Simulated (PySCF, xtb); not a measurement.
Si(H)(F)2(Me) (CH₄F₂Si), SMILES C[SiH](F)F.

Harmonic wavenumbers (cm⁻¹) from GFN2-xTB run with xtb at its own minimum, in rising order: 89, 178, 218, 264, 629, 637, 740, 810, 825, 871, 889, 1380, 1465, 1472, 2434, 3022, 3045, 3049.

**Question.** What does PySCF with PBE-D3(BJ)/def2-SVP give at its own minimum? (An estimate is asked for; the answer gives what the named calculation found.)

**Answer.** 133, 208, 263, 319, 648, 718, 746, 818, 822, 905, 956, 1228, 1375, 1377, 2219, 2982, 3085, 3088. Paired by order, the mean absolute difference is 59 cm⁻¹ and the zero-point energies are 31.5 and 31.3 kcal/mol.
